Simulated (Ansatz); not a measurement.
The cluster Se6⁺. The state is a doublet with charge 1. Geometry PBE0-D4/def2-SVP, basis def2-SVP, Ansatz.

```xyz
6

Se    0.3639   -1.5048    1.5658
Se    1.3657    1.7264   -0.0220
Se   -0.6213   -0.7720   -1.9666
Se   -0.3637    1.5060   -1.5644
Se    0.6181    0.7741    1.9659
Se   -1.3627   -1.7297    0.0212
```

```tsv
run	HOMO (eV)	LUMO (eV)
A	-10.36	-10.12
B	-10.60	-10.14
C	-10.23	-9.92
D	-12.29	-9.15
E	-11.38	-9.66
```

Another isomer (doublet) lies 0.04 eV lower at PBE0-D4/def2-SVP; other spin states weren't run for this one.

HOMO and LUMO are taken over both spins.

Task: The runs used BHLYP, LDA (SPW92), PBE, PBE0, r2SCAN. Estimate which is which.

Result: A LDA (SPW92) (0 % exact exchange); B r2SCAN (0 % exact exchange); C PBE (0 % exact exchange); D BHLYP (50 % exact exchange); E PBE0 (25 % exact exchange). Exact exchange lowers occupied and raises empty levels; among semilocal functionals meta-GGAs tend to open the gap a little, and such runs are hard to tell apart. The gap grows from 0.24 eV (LDA (SPW92)) to 3.14 eV (BHLYP).
